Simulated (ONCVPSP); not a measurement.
**Building the ONCV potential for magnesium (Mg) (LDA (Perdew-Zunger), scalar-relativistic).**

The input file (ONCVPSP 4.0.1):

```
# ATOM AND REFERENCE CONFIGURATION
# atsym  z   nc   nv     iexc    psfile
  Mg 12.00    2    2        3      upf
#
#   n    l    f
    1    0    2.00
    2    0    2.00
    2    1    6.00
    3    0    1.75
#
# PSEUDOPOTENTIAL AND OPTIMIZATION
# lmax
    1
#
#   l,   rc,      ep,       ncon, nbas, qcut
    0    2.65    0.00    5    8    3.20
    1    1.05    0.00    3    6   12.60
#
# LOCAL POTENTIAL
# lloc, lpopt,  rc(5),   dvloc0
    4    3    0.90    4.00
#
# VANDERBILT-KLEINMAN-BYLANDER PROJECTORs
# l, nproj, debl
    0    2    2.00
    1    2    1.00
#
# MODEL CORE CHARGE
# icmod, fcfact, rcfact
    3    5.50    1.25
#
# LOG DERIVATIVE ANALYSIS
# epsh1, epsh2, depsh
   -3.00    5.00    0.02
#
# OUTPUT GRID
# rlmax, drl
    6.00    0.01
#
# TEST CONFIGURATIONS
# ncnf
    4
# nvcnf
#   n    l    f
    2
    2    1    6.00
    3    0    2.00
#
    2
    2    1    6.00
    3    0    1.00
#
    2
    2    1    6.00
    3    0    0.00
#
    2
    2    1    6.00
    3    0    1.50
#
```

Command:

```bash
oncvpsp.x < Mg.dat > Mg.out
```

Output (shortened: citation, most of the input echo, consistency checks and plot data are left out):

```
ONCVPSP  (Optimized Norm-Conservinng Vanderbilt PSeudopotential)
scalar-relativistic version 4.0.1

#   n    l    f        energy (Ha)
    1    0    2.00    -4.6139514E+01
    2    0    2.00    -2.9896146E+00
    2    1    6.00    -1.7926047E+00
    3    0    1.75    -2.3415516E-01

Reference configufation results
  iterations    23
  all-electron total energy (Ha)   -1.99402457D+02

Begin loop to  construct optimized pseudo wave functions
and semi-local pseudopoentials for all angular momenta

   Wellstate for l =  0  n =  5
     eigenvalue =   1.7658
     asymptotic potential =   2.2658
     half-point radius =  4.3718

Calculating optimized projector #   1

 for l=   0

    Fraction of norm inside rc  0.427467
    Optimizing pswf for qcut=   3.21 a_B^-1,  ecut=   5.14 Ha
    Residual kinetic energy error=  1.63D-04 Ha

    Energy error per electron        Cutoff
         Ha          eV             Ha
         0.01000     0.27211        2.16
         0.00100     0.02721        3.90
         0.00010     0.00272        5.98
         0.00001     0.00027       19.18

Calculating optimized projector #   2

 for l=   0

    Fraction of norm inside rc  0.207935
    Optimizing pswf for qcut=   3.21 a_B^-1,  ecut=   5.14 Ha
    Residual kinetic energy error=  5.89D-03 Ha

    Energy error per electron        Cutoff
         Ha          eV             Ha
         0.01000     0.27211        4.94
         0.00100     0.02721        6.15
         0.00010     0.00272       21.67
         0.00001     0.00027       27.63

WARNING wellstate: negative energy specified for n= 3 l=  1
WARNING scattering state with energy  0.25000000
WARNING will be used for the first projector

   Wellstate for l =  1  n =  3
     eigenvalue =   0.2500
     asymptotic potential =   0.7500
     half-point radius =  2.8816

Calculating optimized projector #   1

 for l=   1

    Fraction of norm inside rc  0.852081
    Optimizing pswf for qcut=  12.58 a_B^-1,  ecut=  79.17 Ha
    Residual kinetic energy error=  9.32D-06 Ha

    Energy error per electron        Cutoff
         Ha          eV             Ha
         0.01000     0.27211       51.56
         0.00100     0.02721       62.12
         0.00010     0.00272       70.13
         0.00001     0.00027       79.70

Calculating optimized projector #   2

 for l=   1

    Fraction of norm inside rc  0.055524
    Optimizing pswf for qcut=  12.58 a_B^-1,  ecut=  79.17 Ha
    Residual kinetic energy error=  3.82D-06 Ha

    Energy error per electron        Cutoff
         Ha          eV             Ha
         0.01000     0.27211       43.04
         0.00100     0.02721       56.74
         0.00010     0.00272       67.24
         0.00001     0.00027       75.78

Construct Vanderbilt / Kleinmman-Bylander projectors

B matrix Hermiticity error, ll=   0
   1   2   -4.7080E-05

  Orthonormal projector coefficients  4.3567E+00  4.5237E-01

B matrix Hermiticity error, ll=   1
   1   2    1.5857E-04

  Orthonormal projector coefficients -1.5030E+01 -4.2448E+00

Model core correction analysis
  based on d2Exc/dn_idn_j

d2excae - all-electron derivatives

   -6.420474D-02   -4.225767D-03
   -4.225097D-03   -4.022136D-02

d2excps - pseudofunction derivatives with no core correction

   -8.024576D-02   -3.653021D-03
   -3.652252D-03   -4.085532D-02

rms 2nd derivative error    8.036984E-03

rmatch, rhocmatch    0.2572   41.0466

Teter function model core charge with specified parameters

d2excps - pseudofunction derivatives with core correction

   -7.795719D-02   -3.648325D-03
   -3.647555D-03   -4.085531D-02

rms 2nd derivative error    6.895632E-03

Pseudoatom total energy  -37.135183

Diagnostic tests using Vanderbilt-Kleinman-Bylander pseudopotentials
  1 or more projectors used as specified by nproj input data

   l    rcore       rmatch      e in        delta e   norm test  slope test

   0   2.6512770   2.7317755  -0.2341552  -0.0000004   1.0000074   1.0000155
   0   2.6512770   2.7317755   1.7658448   0.0000179   1.0000858   1.0000858

   1   1.0552760   1.0873165  -1.7926047  -0.0000395   1.0000994   1.0001056
   1   1.0552760   1.0873165   0.2500000   0.0000056   1.0002207   1.0002207

 Testing for bound ghosts
   n   l    E NL Schr. Eq   E Basis Diag.   E Cutoff

   1   0       -0.234156       -0.232472     37.11

   2   1       -1.792644       -1.791898    139.00

 Testing for highly-localized positive-energy ghosts
       l    <radius>/rc     E Basis Diag.   E Cutoff

       0        0.629572        3.533800     37.11  WARNING - GHOST(+)

Test configuration 0

   n   l     f        eae           eps        diff
   1   0  2.0000  -46.13951434
   2   0  2.0000   -2.98961462
   2   1  6.0000   -1.79260471   -1.79264423   -3.95D-05
   3   0  1.7500   -0.23415516   -0.23415557   -4.11D-07

    Total energies and differences
      AE_ref= -1.99402457D+02  AE_tst= -1.99402457D+02  dif=  0.00D+00
      PS_ref= -3.71351826D+01  PS_tst= -3.71351826D+01  dif= -2.13D-14
      PSP excitation error=  2.13D-14

Test configuration 1

   n   l     f        eae           eps        diff
   1   0  2.0000  -46.06269233
   2   0  2.0000   -2.91364835
   2   1  6.0000   -1.71672669   -1.71755434   -8.28D-04
   3   0  2.0000   -0.17593428   -0.17596774   -3.35D-05

    Total energies and differences
      AE_ref= -1.99402457D+02  AE_tst= -1.99453654D+02  dif= -5.12D-02
      PS_ref= -3.71351826D+01  PS_tst= -3.71863857D+01  dif= -5.12D-02
      PSP excitation error=  6.09D-06

Test configuration 2

   n   l     f        eae           eps        diff
   1   0  2.0000  -46.40272014
   2   0  2.0000   -3.24860302
   2   1  6.0000   -2.05116349   -2.04734993    3.81D-03
   3   0  1.0000   -0.42362319   -0.42328664    3.37D-04

    Total energies and differences
      AE_ref= -1.99402457D+02  AE_tst= -1.99156949D+02  dif=  2.46D-01
      PS_ref= -3.71351826D+01  PS_tst= -3.68897681D+01  dif=  2.45D-01
      PSP excitation error=  9.25D-05

Test configuration 3

   n   l     f        eae           eps        diff
   1   0  2.0000  -46.81802584
   2   0  2.0000   -3.65467908
   2   1  6.0000   -2.45595268   -2.44276062    1.32D-02

    Total energies and differences
      AE_ref= -1.99402457D+02  AE_tst= -1.98603932D+02  dif=  7.99D-01
      PS_ref= -3.71351826D+01  PS_tst= -3.63378315D+01  dif=  7.97D-01
      PSP excitation error=  1.17D-03

Test configuration 4

   n   l     f        eae           eps        diff
   1   0  2.0000  -46.22203001
   2   0  2.0000   -3.07100820
   2   1  6.0000   -1.87388458   -1.87289902    9.86D-04
   3   0  1.5000   -0.29516746   -0.29510304    6.44D-05

    Total energies and differences
      AE_ref= -1.99402457D+02  AE_tst= -1.99336346D+02  dif=  6.61D-02
      PS_ref= -3.71351826D+01  PS_tst= -3.70690779D+01  dif=  6.61D-02
      PSP excitation error=  5.68D-06
```

The run took about 2.1 s on one core of a shared server CPU.
